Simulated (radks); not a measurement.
Initial-state core-level shifts of the tantalum ion Ta3+ when its valence configuration changes from [Xe] 4f14 5d2. Method: non-relativistic Kohn-Sham, PBE, spin-polarised, spherical densities, point nucleus; open shells are filled with parallel spins first (spin-orbit coupling, left out, can overturn this in heavy ions); relativity is left out, which matters for an element this heavy; computed with a radial shooting solver on a logarithmic mesh with Libxc functionals. Shifts are changes of the shell-averaged eigenvalues in eV (positive: less bound); the change of the density at the nucleus, which sets a Mossbauer isomer shift, is in e/bohr^3, on a base of 2.783e+05.

[
 {"valence": "4f13.5 5d2.5", "2s": "-5.511", "2p": "-5.412", "3d": "-6.032", "4s": "-5.370", "density at nucleus": "+7.42"},
 {"valence": "4f12 5d2 6s2", "2s": "-32.653", "2p": "-32.219", "3d": "-34.745", "4s": "-31.381", "density at nucleus": "+85.44"},
 {"valence": "4f14 6p2", "2s": "-10.775", "2p": "-10.771", "3d": "-10.625", "4s": "-10.536", "density at nucleus": "+6.67"},
 {"valence": "4f12 5d2 6s1 6p1", "2s": "-33.507", "2p": "-33.068", "3d": "-35.606", "4s": "-32.242", "density at nucleus": "+62.80"},
 {"valence": "4f13 5d2 6p1", "2s": "-16.702", "2p": "-16.494", "3d": "-17.708", "4s": "-16.238", "density at nucleus": "+18.24"},
 {"valence": "4f12.5 5d2.5 6s1", "2s": "-21.628", "2p": "-21.310", "3d": "-23.205", "4s": "-20.881", "density at nucleus": "+48.95"},
 {"valence": "4f13 5d1 6p2", "2s": "-22.318", "2p": "-22.107", "3d": "-23.240", "4s": "-21.696", "density at nucleus": "+21.91"},
 {"valence": "4f12 5d4", "2s": "-22.967", "2p": "-22.532", "3d": "-25.224", "4s": "-22.033", "density at nucleus": "+31.37"},
 {"valence": "4f14 5d1 6p1", "2s": "-5.343", "2p": "-5.340", "3d": "-5.277", "4s": "-5.239", "density at nucleus": "+3.03"}
]
